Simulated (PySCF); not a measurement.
Simulated outer-valence photoelectron spectrum of `[GeH3][S]C`. Computed with EOM-IP-CCSD/aug-cc-pVDZ in PySCF, restricted Hartree–Fock reference, frozen core, non-relativistic, gas phase, PBE0-D3(BJ)/def2-SVP geometry.

Each root has a Gaussian of 0.8 eV full width with its one-hole share as area; cross sections and vibrations are left out, and the highest printed point is 100.

| ionisation energy (eV) | intensity |
| --- | --- |
| 7.8 | 0 |
| 8.0 | 2 |
| 8.2 | 8 |
| 8.4 | 20 |
| 8.6 | 38 |
| 8.8 | 50 |
| 9.0 | 47 |
| 9.2 | 31 |
| 9.4 | 15 |
| 9.6 | 5 |
| 9.8 | 4 |
| 10.0 | 10 |
| 10.2 | 24 |
| 10.4 | 41 |
| 10.6 | 51 |
| 10.8 | 44 |
| 11.0 | 28 |
| 11.2 | 16 |
| 11.4 | 16 |
| 11.6 | 31 |
| 11.8 | 55 |
| 12.0 | 76 |
| 12.2 | 85 |
| 12.4 | 81 |
| 12.6 | 70 |
| 12.8 | 64 |
| 13.0 | 60 |
| 13.2 | 51 |
| 13.4 | 33 |
| 13.6 | 16 |
| 13.8 | 6 |
| 14.0 | 6 |
| 14.2 | 16 |
| 14.4 | 42 |
| 14.6 | 77 |
| 14.8 | 100 |
| 15.0 | 92 |
| 15.2 | 60 |
| 15.4 | 28 |
| 15.6 | 9 |
| 15.8 | 2 |
| 16.0 | 0 |
| 16.2 | 0 |
| 16.4 | 0 |
| 16.6 | 1 |
| 16.8 | 3 |
| 17.0 | 9 |
| 17.2 | 22 |
| 17.4 | 37 |
| 17.6 | 45 |
| 17.8 | 38 |
| 18.0 | 23 |
| 18.2 | 10 |
| 18.4 | 3 |
| 18.6 | 1 |
| 18.8 | 0 |

Question: Where are the maxima, and how many lines lie under the curve?

Answer: 5 maxima, at 8.9, 10.6, 12.2, 14.8 and 17.6 eV, from 8 lines. At this width some lines have no maximum of their own.

Question: List the lines with their holes.

Answer: 
```
E (eV)  leading hole (HF orbital)  area  Koopmans (eV)
  8.86                       HOMO  0.95           9.56
 10.62                     HOMO-1  0.95          11.24
 11.98                     HOMO-2  0.95          12.68
 12.40                     HOMO-3  0.94          13.15
 13.08                     HOMO-4  0.94          13.87
 14.84                     HOMO-6  0.94          16.06
 14.87                     HOMO-5  0.94          16.03
 17.61                     HOMO-7  0.84          19.46
```

The widest gap, 2.74 eV, lies between 14.87 and 17.61 eV. Only orbitals with −ε under 21 eV, eight at most, were ionised, so the high end of the curve may lack lines.
